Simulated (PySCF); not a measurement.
**Electronic structure of Mg⁺ (magnesium, charge +1) at the UHF level**

Configuration: [Ne] 3d1, 2D determinant (an excited configuration). Computed with PySCF 2.14 in aug-cc-pVQZ (7s6p4d3f2g, 84 functions), with no relativity, point nucleus.

- Total energy: -199.054267 hartree
- One-electron energy: -273.5794 hartree
- Hartree (Coulomb) energy: 90.2954 hartree
- Exchange energy: -15.7703 hartree
- Kinetic energy: 199.00167 hartree
- ⟨S²⟩: 0.7500
- ⟨L²⟩: 6.000
- Sum of ⟨r⟩: 10.89 bohr
- Sum of ⟨r²⟩: 35.15 bohr²
- Traceless quadrupole moment −½Σ⟨3z² − r²⟩ along its main axis: 8.69 e·bohr²
- Density at the nucleus (Gaussians lack the cusp): 1080 bohr⁻³
- Spin density at the nucleus: -0.00610 bohr⁻³
- Langevin diamagnetic susceptibility: -27.8 ×10⁻⁶ cm³/mol

| shell | electrons | mean orbital energy (hartree) | spread (hartree) | rms radius, mean of both spins (bohr) |
| --- | --- | --- | --- | --- |
| 1s β | 1 | -49.54914 | 0 | 0.152 |
| 1s α | 1 | -49.54902 | 0 | 0.152 |
| 2s β | 1 | -4.25860 | 0 | 0.756 |
| 2s α | 1 | -4.25858 | 0 | 0.756 |
| 2p α | 3 | -2.78169 | 0.00155 | 0.768 |
| 2p β | 3 | -2.78161 | 0.00178 | 0.768 |
| 3d α | 1 | -0.22390 | 0 | 5.52 |

The outer electron is Rydberg-like, and this basis confines it to a smaller radius and binds it less than a complete one would.

Spin-orbit constants ζ (cm⁻¹) from the X2C one-electron operator on these orbitals (non-relativistic here): bare nucleus, nucleus screened by l(l+1)(2l+1)/3 electrons, and screened by the Breit-Pauli mean field of the electrons.

| shell | bare | screened nucleus | mean field |
| --- | --- | --- | --- |
| 2p | 1742 | 1452 | 1320 |
| 3d | 1.497 | 0.2495 | 0.1845 |

To first order the Landé constant is A = 0.1845 cm⁻¹, so the lowest level has J = 3/2 and lies 3.43e-05 eV below the centre of the term.
